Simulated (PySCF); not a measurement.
C5H10Si, SMILES C=C[SiH2]/C=C/C.

The structure is a stationary point at B3LYP-D3(BJ)/def2-SVP. The structure was generated by enumeration; whether it is a known compound was not checked. Other conformers were not sampled.

Method: PySCF with B3LYP-D3(BJ)/def2-SVP.

Frequencies are harmonic and unscaled.

Computed normal modes with their intensities:
```json
[
 {"mode": "1", "ν (cm⁻¹)": "57", "IR (km/mol)": "0.2", "moving atoms (share of kinetic energy)": "C 56 %, H 30 %, Si 13 %"},
 {"mode": "2", "ν (cm⁻¹)": "67", "IR (km/mol)": "0.0", "moving atoms (share of kinetic energy)": "C 52 %, H 39 %, Si 9 %"},
 {"mode": "3", "ν (cm⁻¹)": "132", "IR (km/mol)": "0.0", "moving atoms (share of kinetic energy)": "H 58 %, C 38 %"},
 {"mode": "4", "ν (cm⁻¹)": "198", "IR (km/mol)": "1.8", "moving atoms (share of kinetic energy)": "H 73 %, C 25 %"},
 {"mode": "5", "ν (cm⁻¹)": "202", "IR (km/mol)": "0.3", "moving atoms (share of kinetic energy)": "C 59 %, H 34 %"},
 {"mode": "6", "ν (cm⁻¹)": "259", "IR (km/mol)": "2.7", "moving atoms (share of kinetic energy)": "C 53 %, H 35 %, Si 12 %"},
 {"mode": "7", "ν (cm⁻¹)": "283", "IR (km/mol)": "0.2", "moving atoms (share of kinetic energy)": "C 59 %, H 38 %"},
 {"mode": "8", "ν (cm⁻¹)": "392", "IR (km/mol)": "1.3", "moving atoms (share of kinetic energy)": "C 46 %, H 32 %, Si 22 %"},
 {"mode": "9", "ν (cm⁻¹)": "506", "IR (km/mol)": "12.5", "moving atoms (share of kinetic energy)": "H 65 %, C 30 %"},
 {"mode": "10", "ν (cm⁻¹)": "588", "IR (km/mol)": "38.9", "moving atoms (share of kinetic energy)": "H 60 %, Si 25 %, C 16 %"},
 {"mode": "11", "ν (cm⁻¹)": "661", "IR (km/mol)": "18.7", "moving atoms (share of kinetic energy)": "H 39 %, C 38 %, Si 23 %"},
 {"mode": "12", "ν (cm⁻¹)": "739", "IR (km/mol)": "13.7", "moving atoms (share of kinetic energy)": "H 64 %, C 27 %, Si 10 %"},
 {"mode": "13", "ν (cm⁻¹)": "766", "IR (km/mol)": "45.3", "moving atoms (share of kinetic energy)": "H 51 %, C 37 %, Si 12 %"},
 {"mode": "14", "ν (cm⁻¹)": "803", "IR (km/mol)": "7.0", "moving atoms (share of kinetic energy)": "H 64 %, C 31 %"},
 {"mode": "15", "ν (cm⁻¹)": "869", "IR (km/mol)": "330.7", "moving atoms (share of kinetic energy)": "H 83 %, Si 11 %"},
 {"mode": "16", "ν (cm⁻¹)": "941", "IR (km/mol)": "79.5", "moving atoms (share of kinetic energy)": "H 92 %"},
 {"mode": "17", "ν (cm⁻¹)": "954", "IR (km/mol)": "18.7", "moving atoms (share of kinetic energy)": "H 59 %, C 38 %"},
 {"mode": "18", "ν (cm⁻¹)": "986", "IR (km/mol)": "30.3", "moving atoms (share of kinetic energy)": "H 73 %, C 27 %"},
 {"mode": "19", "ν (cm⁻¹)": "1016", "IR (km/mol)": "17.8", "moving atoms (share of kinetic energy)": "H 84 %, C 15 %"},
 {"mode": "20", "ν (cm⁻¹)": "1017", "IR (km/mol)": "14.8", "moving atoms (share of kinetic energy)": "H 89 %, C 10 %"},
 {"mode": "21", "ν (cm⁻¹)": "1043", "IR (km/mol)": "7.1", "moving atoms (share of kinetic energy)": "H 92 %, C 8 %"},
 {"mode": "22", "ν (cm⁻¹)": "1060", "IR (km/mol)": "1.9", "moving atoms (share of kinetic energy)": "H 62 %, C 38 %"},
 {"mode": "23", "ν (cm⁻¹)": "1094", "IR (km/mol)": "6.8", "moving atoms (share of kinetic energy)": "C 55 %, H 45 %"},
 {"mode": "24", "ν (cm⁻¹)": "1246", "IR (km/mol)": "4.2", "moving atoms (share of kinetic energy)": "H 70 %, C 30 %"},
 {"mode": "25", "ν (cm⁻¹)": "1276", "IR (km/mol)": "0.2", "moving atoms (share of kinetic energy)": "H 73 %, C 27 %"},
 {"mode": "26", "ν (cm⁻¹)": "1328", "IR (km/mol)": "3.1", "moving atoms (share of kinetic energy)": "H 82 %, C 18 %"},
 {"mode": "27", "ν (cm⁻¹)": "1389", "IR (km/mol)": "1.3", "moving atoms (share of kinetic energy)": "H 77 %, C 23 %"},
 {"mode": "28", "ν (cm⁻¹)": "1420", "IR (km/mol)": "13.7", "moving atoms (share of kinetic energy)": "H 83 %, C 17 %"},
 {"mode": "29", "ν (cm⁻¹)": "1450", "IR (km/mol)": "7.2", "moving atoms (share of kinetic energy)": "H 96 %"},
 {"mode": "30", "ν (cm⁻¹)": "1453", "IR (km/mol)": "17.6", "moving atoms (share of kinetic energy)": "H 95 %"},
 {"mode": "31", "ν (cm⁻¹)": "1667", "IR (km/mol)": "11.5", "moving atoms (share of kinetic energy)": "C 85 %, H 15 %"},
 {"mode": "32", "ν (cm⁻¹)": "1697", "IR (km/mol)": "60.2", "moving atoms (share of kinetic energy)": "C 92 %, H 8 %"},
 {"mode": "33", "ν (cm⁻¹)": "2198", "IR (km/mol)": "103.4", "moving atoms (share of kinetic energy)": "H 98 %"},
 {"mode": "34", "ν (cm⁻¹)": "2199", "IR (km/mol)": "129.4", "moving atoms (share of kinetic energy)": "H 96 %"},
 {"mode": "35", "ν (cm⁻¹)": "3014", "IR (km/mol)": "23.9", "moving atoms (share of kinetic energy)": "H 97 %"},
 {"mode": "36", "ν (cm⁻¹)": "3076", "IR (km/mol)": "13.7", "moving atoms (share of kinetic energy)": "H 91 %, C 9 %"},
 {"mode": "37", "ν (cm⁻¹)": "3104", "IR (km/mol)": "1.3", "moving atoms (share of kinetic energy)": "H 92 %, C 8 %"},
 {"mode": "38", "ν (cm⁻¹)": "3107", "IR (km/mol)": "16.5", "moving atoms (share of kinetic energy)": "H 95 %"},
 {"mode": "39", "ν (cm⁻¹)": "3109", "IR (km/mol)": "6.5", "moving atoms (share of kinetic energy)": "H 92 %, C 8 %"},
 {"mode": "40", "ν (cm⁻¹)": "3121", "IR (km/mol)": "6.6", "moving atoms (share of kinetic energy)": "H 92 %, C 8 %"},
 {"mode": "41", "ν (cm⁻¹)": "3125", "IR (km/mol)": "30.4", "moving atoms (share of kinetic energy)": "H 91 %, C 9 %"},
 {"mode": "42", "ν (cm⁻¹)": "3199", "IR (km/mol)": "11.7", "moving atoms (share of kinetic energy)": "H 89 %, C 11 %"}
]
```
